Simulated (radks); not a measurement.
Results of a calculation; reference values are marked as such.
Numerical settings for the iridium ion Ir+, [Xe] 4f14 5d7 6s1. Code: a radial shooting solver on a logarithmic mesh with Libxc functionals. Model: scalar-relativistic Kohn-Sham, r2SCAN, spin-unpolarised, spherical densities, finite nucleus; meta-GGA in the generalised Kohn-Sham scheme; Fermi nuclear charge, rms radius 5.4032 fm. The defaults (mesh step 0.008 in ln r, mesh end at 40 bohr or more with all orbitals vanishing there, Anderson mixing 0.5 over 9 steps, residual threshold near 1e-9 with the energy settled to 1e-9 hartree or 1e-11 of itself, here a cap of 83 iterations) give E = -17825.712 hartree and 6s at -13.472 eV in 12 iterations. Run on one thread of a shared host, so times are rough (Arm Neoverse V2): 0.13 s of CPU time, 0.13 s wall, 12 iterations on 2360 mesh points. Changes against that run (0 stands for a change within the tolerance of the run):

setting                    iterations  converged  E (mhartree)  e(6s) (meV)  CPU (s)
mesh step in ln r 0.005            14        yes             0            0     0.22
mesh step in ln r 0.02             12        yes       +0.0397            0     0.06
mesh step in ln r 0.05             12        yes         +3.32       -0.203     0.03
mesh end (bohr) 400                12        yes             0            0     0.13
mesh end (bohr) 20                 12        yes             0            0     0.13
residual threshold 1e-05           11        yes             0      +0.0153     0.12
residual threshold 0.01            11        yes             0      +0.0153     0.12
mixing 1.5                         14        yes             0     -0.00278     0.15
linear mixing, mixing 0.5          22        yes      +0.00127     +0.00296      0.2
linear mixing, mixing 0.8          83         no      +1.1e+05    -1.72e+05      1.6
mixing history 2                   15        yes             0      +0.0416     0.15
iteration cap 5                     5         no         +6.09        +70.5     0.06

Settings that end as converged yet miss the energy by more than 1 mhartree: mesh step in ln r 0.05 (+0.00332 hartree). A mesh that ends early acts as a hard wall.
